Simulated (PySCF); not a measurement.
CuH, SMILES [CuH] (connectivity only; charge and spin as stated), neutral, multiplicity 1.

Geometry: PBE0-D3(BJ)/def2-TZVPD. The multiplicity is an assumed one; other spin states were not compared.

Calculation: PySCF with B3LYP/def2-TZVPD.

The molecule is in vacuum.

```yaml
total_energy: -1641.14306 hartree
point_group: C∞v
highest_occupied_level: -6.56 eV
lowest_empty_level: -2.38 eV
orbital_gap: 4.18 eV
dipole_moment: 2.64 D
quadrupole, principal values (traceless, Buckingham form, about the centre of nuclear charge): -0.18, 0.09, 0.09 D·Å
mean_static_polarisability: 32.2 bohr³ (4.77 Å³)
polarisability_principal_values: 29.9, 29.9, 36.7 bohr³
```
